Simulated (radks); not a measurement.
Spherical quantum dot in the effective-mass picture: electrons in a hard-walled sphere of radius 4.77, with a point charge +1 (a donor) at the centre, all in effective atomic units (hartree* = m*/eps^2 hartree, bohr* = eps/m* bohr), one dielectric constant everywhere. Calculated with a radial shooting solver with Libxc functionals: non-relativistic Kohn-Sham, PBEsol, spin-polarised, spherical densities. Levels are named by radial order and angular momentum (1s, 1p, 1d, 2s, ...), and open shells are averaged over m. Results are scaled to m* = 0.16 and eps = 6.1, for which hartree* = 117 meV and bohr* = 2.017 nm.

N = 4, configuration 1s2 1p(up 2, down 0). This is the lowest configuration that the search found. Occupied and some empty levels:

level    occupation  eigenvalue (meV)  <r> (nm)
1s up             1            94.099     4.239
1s down           1            98.778     3.901
1p up             2            125.79     5.853
1p down           0            134.76     5.788
2s up             0            151.46     4.603
2s down           0            156.36     4.845
1d up             0            157.40     6.356
1d down           0            167.11     6.342
1f up             0            195.91     6.686
1f down           0            205.82     6.690

Energy (meV): total 140.581, kinetic 175.57, external -256.72, Hartree 339.33, exchange-correlation -117.59.
